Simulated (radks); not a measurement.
The numbers below are computed, except where a source is named.
Problem. Numerical settings for neutral beryllium, [He] 2s2. Level of theory: scalar-relativistic Kohn-Sham, BLYP, spin-polarised, spherical densities, finite nucleus; Fermi nuclear charge, rms radius 2.519 fm (a radial shooting solver on a logarithmic mesh with Libxc functionals). The defaults (mesh step 0.008 in ln r, mesh end at 40 bohr or more with all orbitals vanishing there, Anderson mixing 0.5 over 9 steps, residual threshold near 1e-9 with the energy settled to 1e-9 hartree or 1e-11 of itself, here a cap of 86 iterations) give E = -14.6645 hartree and 2s at -5.468 eV in 39 iterations. Times are rough (one thread of a shared host). One setting is changed at a time: mesh step in ln r 0.03; mesh step in ln r 0.012; mesh step in ln r 0.08; mesh end (bohr) 12; mesh end (bohr) 2; residual threshold 1e-13; residual threshold 0.01; mixing 1.5; linear mixing, mixing 0.05; linear mixing, mixing 0.8; mixing history 20; iteration cap 3. Which runs fail to converge, and which converge to a wrong energy?

Solution. Not converged within the cap: residual threshold 1e-13; mixing 1.5; linear mixing, mixing 0.05; linear mixing, mixing 0.8; iteration cap 3. Settled on a wrong energy, with an occupied level pushed above zero by the early mesh end: mesh end (bohr) 2 (+3.03 hartree). Apart from these: no run marked as converged misses the energy by more than 1 mhartree.
